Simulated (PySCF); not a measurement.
# Static response to an electric field

Species: C7H9Cl.
Cartesian coordinates in Å at the GFN2-xTB level; atoms count from 1:
```xyz
17
C7H9Cl angstrom
C      2.0588   -0.4058    0.3395
C      0.5896   -0.1887    0.6506
C     -0.3750   -0.8900   -0.3300
C     -1.7640   -0.5412    0.2261
C     -1.4533    0.8779   -0.2085
C     -0.4202    0.4021   -1.1949
C      0.0279    1.0916    0.0579
Cl     0.7124    2.6755    0.2439
H      2.6707    0.2975    0.8998
H      2.3536   -1.4166    0.6126
H      2.2467   -0.2584   -0.7214
H      0.3968   -0.3533    1.7143
H     -0.1454   -1.8841   -0.6945
H     -2.5736   -0.9747   -0.3572
H     -1.9305   -0.7268    1.2872
H     -2.1382    1.7031   -0.3004
H     -0.2634    0.6041   -2.2351
```

Level: wB97X-D/def2-SVPD (PySCF), static field, nuclei fixed, core orbitals frozen in the response. The polarisability tensor in these axes (au):

```
x   89.83  4.52  2.89
y    4.52 91.86  0.96
z    2.89  0.96 74.99
```

**Question.** Give the principal values, the mean and the anisotropy Δα = √{½[(α1 − α2)² + (α2 − α3)² + (α1 − α3)²]}.

**Answer.** Principal values 74.44, 86.44 and 95.80 au; mean 85.56 au = 12.68 Å³ = 14.11 × 10⁻⁴⁰ C²·m²/J; Δα = 18.55 au (22 % of the mean).

**Question.** What is the dipole moment, and where does it point?

**Answer.** (-0.74, -1.90, -0.43) D, 2.09 D in size, pointing from the negative to the positive side. Measured along this direction, the outermost atoms are Cl8 at the negative end and H13 and H14 at the positive end.

**Question.** Find the Langevin capture rate constant for NH4+ (18.034 u) meeting this molecule (128.039 u), k = 2.342 × 10⁻⁹ cm³/s × √(α in Å³ / reduced mass in u).

**Answer.** The reduced mass is 15.81 u, so k = 2.10 × 10⁻⁹ cm³/s. The formula leaves out the permanent dipole, which adds to the capture rate.

**Question.** What depolarisation ratio follows for Rayleigh scattering of linearly polarised light, taking the static tensor?

**Answer.** ρ = 3Δα²/(45ᾱ² + 4Δα²) = 1031.8/(329432 + 1375.7) = 0.00312.

**Question.** Refractivity n − 1 of an ideal gas of it at 273.15 K and 1 atm, from the electronic α?

**Answer.** N = p/kT = 2.6868 × 10¹⁹ cm⁻³, so n − 1 = 2π × N × 12.68 × 10⁻²⁴ cm³ = 2140 × 10⁻⁶ at long wavelengths.

**Question.** Along which axes do the principal values lie, and how far do the nuclei extend along each?

**Answer.** Largest value along (0.64, 0.76, 0.12), where the nuclei span 4.94 Å; middle along (0.75, -0.65, 0.13), 5.51 Å; least along (-0.18, -0.01, 0.98), 3.78 Å. The strongest response doesn't lie along the longest of the three spans.

Geometry: GFN2-xTB; no solvent, vibrations or thermal averaging.
